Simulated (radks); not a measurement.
Results of a calculation; reference values are marked as such.
Pr3+, 56 electrons, occupied as [Xe] 4f2. Level of theory: Dirac Kohn-Sham, exchange-only B88, spin-unpolarised, spherical densities, point nucleus; open shells fill j = l - 1/2 first (a radial shooting solver on a logarithmic mesh with Libxc functionals).

Unscreened Slater integrals over Kohn-Sham orbitals (eV). Large and small components are both included. Empty in this configuration: 4f7/2.

| integral | value |
|---|---|
| F0(4f5/2,4f5/2) | 24.959 |
| F2(4f5/2,4f5/2) | 11.657 |
| F4(4f5/2,4f5/2) | 7.2712 |
| F0(4f5/2,5p3/2) | 16.884 |
| F2(4f5/2,5p3/2) | 6.2107 |
| G2(4f5/2,5p3/2) | 3.4910 |
| G4(4f5/2,5p3/2) | 2.6644 |
| F0(4f5/2,5p1/2) | 17.492 |
| G2(4f5/2,5p1/2) | 3.8937 |
| F0(4f5/2,5s1/2) | 18.902 |
| G3(4f5/2,5s1/2) | 4.0284 |
| F0(4f5/2,4f7/2) | 24.843 |
| F2(4f5/2,4f7/2) | 11.600 |
| F4(4f5/2,4f7/2) | 7.2343 |
| G2(4f5/2,4f7/2) | 11.582 |
| G4(4f5/2,4f7/2) | 7.2238 |
| G6(4f5/2,4f7/2) | 5.1845 |
| F0(5p3/2,5p3/2) | 14.328 |
| F2(5p3/2,5p3/2) | 7.7579 |
| F0(5p3/2,5p1/2) | 14.642 |
| G2(5p3/2,5p1/2) | 7.8715 |
| F0(5p3/2,5s1/2) | 15.322 |
| G1(5p3/2,5s1/2) | 10.185 |
| F0(5p3/2,4f7/2) | 16.849 |
| F2(5p3/2,4f7/2) | 6.2378 |
| G2(5p3/2,4f7/2) | 3.5400 |
| G4(5p3/2,4f7/2) | 2.6961 |
| F0(5p1/2,5p1/2) | 14.986 |
| F0(5p1/2,5s1/2) | 15.733 |
| G1(5p1/2,5s1/2) | 10.788 |
| F0(5p1/2,4f7/2) | 17.454 |
| G4(5p1/2,4f7/2) | 2.9748 |
| F0(5s1/2,5s1/2) | 16.635 |
| F0(5s1/2,4f7/2) | 18.855 |
| G3(5s1/2,4f7/2) | 4.0665 |
| F0(4f7/2,4f7/2) | 24.729 |
| F2(4f7/2,4f7/2) | 11.543 |
| F4(4f7/2,4f7/2) | 7.1984 |
| F6(4f7/2,4f7/2) | 5.1659 |
